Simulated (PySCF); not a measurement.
Ge(H)3(Me) (CH6Ge), SMILES [CH3][GeH3]. Geometry: B3LYP-D3(BJ)/def2-TZVP.

TDA-PBE0/def2-SVPD run with PySCF puts the lowest singlet excitations at 8.13, 8.38, 8.38, 8.76, 8.76, 8.78 eV.

Problem. What are the lowest excitation roots from PySCF with ADC(2)/aug-cc-pVDZ? (The exact figures need the calculation; the answer reports its results.)

Solution. 7.94, 8.67, 8.67, 8.67, 8.90, 8.90 eV. S1 differs by -0.20 eV (second minus first; roots are paired by order, and the bases may differ).
